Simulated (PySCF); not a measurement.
**Assignment exercise: C2H2F3NO**

Bonds (- single, = double, # triple, : aromatic): N1-C2 1.341 Å, C2=O3 1.199 Å, C2-C4 1.561 Å, C4-F5 1.324 Å, C4-F6 1.345 Å, C4-F7 1.347 Å. N1 carries H8, H9. H8 is cis to the C=O or C=S heteroatom; H9 is trans to the C=O or C=S heteroatom.

- GIAO PBE0/pcSseg-1 shieldings
- GFN2-xTB structure
- couplings computed with B3LYP/pcJ-1
- program: PySCF 2.14
- non-relativistic, no solvent model, one computed conformer, fast rotation and ring inversion assumed for equivalent nuclei

δ = σ(ref) − σ, references computed at the same level: ¹³C, ¹H vs TMS.

Task: Assign these signals to the numbered atoms. ¹³C{¹H} NMR (computed): δ 159.3 (q, J = 38.6 Hz), 125.9 (q, J = 366.7 Hz).

Result: 
| δ (ppm) | atoms | environment | reason |
| --- | --- | --- | --- |
| 159.3 | C2 | amide carbonyl carbon | lone-pair donation from the attached heteroatom keeps it upfield of a ketone carbonyl |
| 125.9 | C4 | CF3 carbon | 3 electronegative neighbours deshield it |

Task: Assign these signals to the numbered atoms. ¹H NMR (500 MHz, computed): δ 5.37 (br, 1H), 4.79 (br, 1H).

Result: 
| δ (ppm) | atoms | environment | reason |
| --- | --- | --- | --- |
| 5.37 | H9 | hydrogen on an amide-type nitrogen | labile proton, position sensitive to the medium |
| 4.79 | H8 | hydrogen on an amide-type nitrogen | – |

OH and NH positions are those of a molecule without intermolecular hydrogen bonds; in solution they move with solvent, concentration and temperature, and exchange usually removes their couplings. The two substituents on the amide-type nitrogen aren't averaged: C–N rotation is slow on the NMR time scale. Common functionals overestimate the size of one-bond C–F couplings by tens of Hz; these are unscaled. Shifts are as computed. Against solution values, carbons near 30 ppm lie about +3 ppm off and those near 130 ppm about +5 ppm. Of 1211 compounds with measured shifts, 218 miss one by over three times the rms of a fit or turn the order of signals round; such compounds aren't used in these exercises. Hydrogen bonding in solution deshields acid and N–H amide carbonyl carbons by as much as 10 ppm beyond these values.
